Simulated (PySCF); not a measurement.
# Electron correlation in S⁺ (sulfur, charge +1)

[Ne] 3s1 3p4, high-spin 4P determinant (an excited configuration). Calculation: PySCF 2.14, in x2c-QZVPPall with one added diffuse shell each of s, p, d, f type (10s7p5d3f1g, 86 functions); scalar relativity by spin-free X2C-1e. Frozen: [Ne]; 5 electrons correlated.

```json
{"level": "CCSD", "correlation energy (mhartree)": "-132.95"}
{"level": "(T)", "correlation energy (mhartree)": "-9.42"}
{"level": "CCSD(T)", "correlation energy (mhartree)": "-142.37"}
```

Diagnostics: T1 = 0.019, D1 = 0.0514, largest double amplitude 0.183.

**Question.** Is a single reference adequate?

**Answer.** Not fully. A double-excitation amplitude exceeds 0.15, a sign of near-degeneracy.
